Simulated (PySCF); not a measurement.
# GeH: frontier orbitals

LDA at R = 1.604 Å; basis Ge def2-SVPD, H def2-SVPD; no relativity; PySCF 2.14. State: ²Π (doublet), unpaired electrons π ↑. Only the outer orbitals are listed, counted within each symmetry.

```json
{"spin": "α", "orbital": "1δ", "occ.": "1", "ε (eV)": "-30.50", "on Ge (%)": "100", "main shells (%)": "100 Ge d"}
{"spin": "α", "orbital": "1δ", "occ.": "1", "ε (eV)": "-30.44", "on Ge (%)": "100", "main shells (%)": "100 Ge d"}
{"spin": "α", "orbital": "3π", "occ.": "1", "ε (eV)": "-30.37", "on Ge (%)": "100", "main shells (%)": "100 Ge d"}
{"spin": "α", "orbital": "6σ", "occ.": "1", "ε (eV)": "-30.17", "on Ge (%)": "100", "main shells (%)": "100 Ge d"}
{"spin": "α", "orbital": "3π", "occ.": "1", "ε (eV)": "-30.14", "on Ge (%)": "100", "main shells (%)": "100 Ge d"}
{"spin": "α", "orbital": "7σ", "occ.": "1", "ε (eV)": "-12.56", "on Ge (%)": "88", "main shells (%)": "85 Ge s, 12 H s"}
{"spin": "α", "orbital": "8σ", "occ.": "1", "ε (eV)": "-6.71", "on Ge (%)": "67", "main shells (%)": "52 Ge p, 32 H s, 13 Ge s"}
{"spin": "α", "orbital": "4π", "occ.": "1", "ε (eV)": "-4.25", "on Ge (%)": "99", "main shells (%)": "98 Ge p"}
{"spin": "α", "orbital": "4π", "occ.": "0", "ε (eV)": "-4.32", "on Ge (%)": "98", "main shells (%)": "98 Ge p"}
{"spin": "α", "orbital": "9σ", "occ.": "0", "ε (eV)": "-0.09", "on Ge (%)": "83", "main shells (%)": "62 Ge s, 14 H s, 14 Ge p"}
{"spin": "α", "orbital": "10σ", "occ.": "0", "ε (eV)": "0.83", "on Ge (%)": "88", "main shells (%)": "40 Ge d, 33 Ge s, 16 Ge p"}
{"spin": "β", "orbital": "1δ", "occ.": "1", "ε (eV)": "-30.45", "on Ge (%)": "100", "main shells (%)": "100 Ge d"}
{"spin": "β", "orbital": "3π", "occ.": "1", "ε (eV)": "-30.34", "on Ge (%)": "100", "main shells (%)": "100 Ge d"}
{"spin": "β", "orbital": "1δ", "occ.": "1", "ε (eV)": "-30.34", "on Ge (%)": "100", "main shells (%)": "100 Ge d"}
{"spin": "β", "orbital": "6σ", "occ.": "1", "ε (eV)": "-30.07", "on Ge (%)": "100", "main shells (%)": "100 Ge d"}
{"spin": "β", "orbital": "3π", "occ.": "1", "ε (eV)": "-30.04", "on Ge (%)": "100", "main shells (%)": "100 Ge d"}
{"spin": "β", "orbital": "7σ", "occ.": "1", "ε (eV)": "-12.04", "on Ge (%)": "86", "main shells (%)": "82 Ge s, 15 H s"}
{"spin": "β", "orbital": "8σ", "occ.": "1", "ε (eV)": "-6.45", "on Ge (%)": "66", "main shells (%)": "49 Ge p, 33 H s, 15 Ge s"}
{"spin": "β", "orbital": "4π", "occ.": "0", "ε (eV)": "-3.93", "on Ge (%)": "98", "main shells (%)": "98 Ge p"}
{"spin": "β", "orbital": "4π", "occ.": "0", "ε (eV)": "-3.15", "on Ge (%)": "96", "main shells (%)": "96 Ge p"}
{"spin": "β", "orbital": "9σ", "occ.": "0", "ε (eV)": "0.09", "on Ge (%)": "85", "main shells (%)": "63 Ge s, 13 Ge p, 12 H s"}
```

Task: Which are the highest filled and the lowest empty level, where do they sit, and how wide is the gap?

Result: Highest filled α 4π at -4.25 eV (in %: 98 Ge p); lowest empty α 4π at -4.32 eV (in %: 98 Ge p); the gap at LDA is -0.07 eV. Both belong to one degenerate shell, split only by its one-sided filling, so this is no excitation gap.

| Property | Result |
| --- | --- |
| bond order (Mayer) | 0.99 |
| ⟨S²⟩ | 0.751 |
| charge on Ge (Mulliken, basis-dependent) | -0.05 |
| charge on Ge (Löwdin, basis-dependent) | 0.31 |
| dipole moment (positive dipole means Ge(−)H(+)) | -0.12 D |

Spin–orbit coupling is left out. Counting both spins, an empty level lies below a filled one in this solution, because spin and occupation are held. The state is the lowest determinant that a PBE0 search found; another state may lie lower at other levels.
